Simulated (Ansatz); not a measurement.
The molecule SnW, multiplicity 7 (an upper state: multiplicity 5 came lower at CCSD(T)/def2-TZVPP on PBE0 minima). No spin–orbit coupling.

The constants come from a fifth-degree fit in 1/R (seven points, main isotopes). In def2 and cc sets the state is the lowest found near the PBE0 minimum, followed along R.

Run with Ansatz (a program for electronic structure) with Gaussian orbitals. Values without a source in brackets are computed. In def2 rows elements past Kr take small-core potentials, without spin–orbit coupling.

Energies at wB97X-V/def2-TZVPP:

```
R (Å)       E (hartree)
--------  -------------
2.572698  -281.15291653
2.641857  -281.15655208
2.705483  -281.15815635
2.777408  -281.15842029
2.849333  -281.15743400
2.932323  -281.15515928
3.029145  -281.15142827
```

Q: With a reduced mass of 72.5881 u, find the minimum, the force constant and the constants.

A: A fifth-degree polynomial in 1/R puts the minimum at r_e = 2.7541 Å with force constant 115 N/m. Then ω_e = (1/2πc)√(k/μ) = 164 cm⁻¹ and B_e = h/(8π²cμr_e²) = 0.03062 cm⁻¹; the cubic and quartic terms give α_e = 9.2e-5 and ω_e x_e = 0.38 cm⁻¹.
